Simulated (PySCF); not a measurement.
**Potential energy of ZnH⁺ along the bond**

Set-up: basis Zn pcseg-1, H pcseg-1; no relativity; PySCF 2.14. Energies in eV from Zn⁺ + H in their ground configurations at the same level. State: ¹Σ⁺ (singlet), closed shell.

```
R (Å)  LC-ωPBE
1.323   -1.886
1.384   -2.103
1.446   -2.221
1.492   -2.258
1.538   -2.260
1.584   -2.231
1.646   -2.154
1.723   -2.011
1.815   -1.789
1.938   -1.441
```

Question: Put a parabola through the three lowest points of the LC-ωPBE curve and estimate Re, k and ωe (reduced mass 0.9922 u; 1 eV/Å² = 0.16022 mdyn/Å; ωe = 1302.8·√(k/μ) cm⁻¹).

Answer: Through R = 1.492, 1.538, 1.584 Å the second-order coefficient is 7.33 eV/Å², so Re ≈ 1.518 Å, k ≈ 2.35 mdyn/Å and ωe ≈ 2004 cm⁻¹. A polynomial fit of higher order to the unrounded LC-ωPBE energies gives Re = 1.516 Å, k = 2.46 mdyn/Å, ωe = 2051 cm⁻¹; anharmonicity and rounding make the difference.

The higher-order fit for each curve: LC-ωPBE: Re = 1.516 Å, ωe = 2051 cm⁻¹, De = 2.26 eV.

For an ion De counts to the pair picked by the measured ionisation energies or electron affinities, which need not be the lowest pair at this level.
